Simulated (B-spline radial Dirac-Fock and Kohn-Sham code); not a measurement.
# Two-hole binding energies of Mo³⁺

System: Mo³⁺, configuration [Kr] 4d3.

Input file task.json (cfg lists n, l and occupation; rrms is the nuclear radius in fm):

```json
{"items": [{
  "Z": 42,
  "q": 3,
  "cfg": [[1, 0, 2], [2, 0, 2], [2, 1, 6], [3, 0, 2], [3, 1, 6], [3, 2, 10], [4, 0, 2], [4, 1, 6], [4, 2, 3]],
  "A": 98,
  "rrms": 4.4091,
  "do": ["binding", "quiet", "double"]
}]}
```

Command: `python xray_run.py task.json out`

Calculated with a radial B-spline solver, using Dirac-Fock (average of configuration) total-energy differences with a finite nucleus, the Breit interaction including its frequency dependence, and self-energy and vacuum-polarisation corrections. U is the two-hole binding energy less the two single-hole energies, the effective repulsion of the holes after relaxation. Each two-hole energy is an average over J within one jj subconfiguration.

```tsv
holes	E(a) (eV)	E(b) (eV)	E(ab) (eV)	U (eV)
1s⁻¹ 2p1/2⁻¹	20043.7	2671.1	22894.0	179.1
1s⁻¹ 3p1/2⁻¹	20043.7	458.1	20555.6	53.8
1s⁻¹ 3d5/2⁻¹	20043.7	271.3	20361.3	46.3
2s⁻¹ 2p1/2⁻¹	2916.9	2671.1	5686.5	98.4
2s⁻¹ 2p3/2⁻¹	2916.9	2566.2	5579.8	96.6
2p1/2⁻²	2671.1	2671.1	5472.5	130.2
2p1/2⁻¹ 3s⁻¹	2671.1	552.1	3269.2	46.0
2s⁻¹ 3d3/2⁻¹	2916.9	274.5	3239.2	47.8
2s⁻¹ 3d5/2⁻¹	2916.9	271.3	3235.6	47.4
2p3/2⁻¹ 3p1/2⁻¹	2566.2	458.1	3072.1	47.8
3p3/2⁻²	440.3	440.3	917.5	36.9
3d3/2⁻²	274.5	274.5	587.7	38.8
3d3/2⁻¹ 3d5/2⁻¹	274.5	271.3	?	?
3d5/2⁻²	271.3	271.3	581.4	38.8
```

Q: Give the missing two-hole energy and U.

A: E(ab) = 585.1 eV and U = 39.4 eV.
